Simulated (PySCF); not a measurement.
**Computed properties of CH6ClFSi2, SMILES Cl[Si@@](C)([SiH3])F**

CH6ClFSi2, SMILES C[Si@@](F)([SiH3])Cl. Coordinates come from a PBE0-D3(BJ)/def2-SVP optimisation. The structure was generated by enumeration; whether it is a known compound was not checked. Other conformers were not sampled. All values are computed for the isolated molecule unless a solvent is named; none is compared with measurement here.

**Structure.** All 27 harmonic modes at PBE0-D3(BJ)/def2-SVP (PySCF) are real, so it is a minimum. With heavy atoms numbered as in [CH3:1][Si@@:2]([F:3])([SiH3:4])[Cl:5], the shortest bond between them is Si2–F3 at 1.628 Å and the longest Si2–Si4 at 2.337 Å.

**Vibrations.** The strongest infrared lines (harmonic, unscaled, degenerate partners summed) lie at 789 cm⁻¹ (178 km/mol, H 71 %, C 18 %, Si 10 %), 868 cm⁻¹ (118 km/mol, H 76 %, Si 17 %), 562 cm⁻¹ (86 km/mol, Si 52 %, Cl 25 %, H 19 %). The softest mode is at 104 cm⁻¹ and the zero-point energy is 41.9 kcal/mol.

**Electronic structure.** CAM-B3LYP/def2-TZVP (PySCF) places the frontier levels at -9.52 and 0.85 eV, a gap of 10.37 eV, and gives a dipole moment of 2.16 D and a mean polarisability of 76.3 bohr³. PBE/def2-TZVP (PySCF) at the same geometry gives -6.98 and -1.11 eV, so its gap is 4.50 eV narrower. An orbital gap is neither the optical nor the fundamental gap.

**Excitations.** TDA-M06-2X/def2-SVPD (PySCF) has S1 at 6.88 eV (180 nm, f = 0.047, weak); the most intense of the 10 singlets computed lies at 8.08 eV (f = 0.36). T1 (TDA) is at 6.18 eV, 0.70 eV under S1. TDA-PBE/def2-SVPD (PySCF) puts S1 at 6.27 eV. No vertical singlet excitation falls in the visible range (under 3.1 eV).

**NMR.** GIAO shifts at PBE0/pcSseg-1 (PySCF) (non-relativistic, atoms alike by connectivity averaged): ¹³C at 8.9 ppm against TMS; ¹H from 0.9 to 3.8 ppm against TMS; ²⁹Si from -106.2 to 50.9 ppm against TMS; ¹⁹F at -153.7 ppm against CFCl3. Without spin–orbit terms, shifts of atoms bonded to Cl or Br come out too high.

**Solvation.** SMD-M06-2X/6-31G* (PySCF) gives 0.6 kcal/mol in water, -2.8 kcal/mol in toluene, -3.5 kcal/mol in chlorobenzene (1 M in both phases, gas-phase geometry); of these solvents chlorobenzene holds the molecule best.
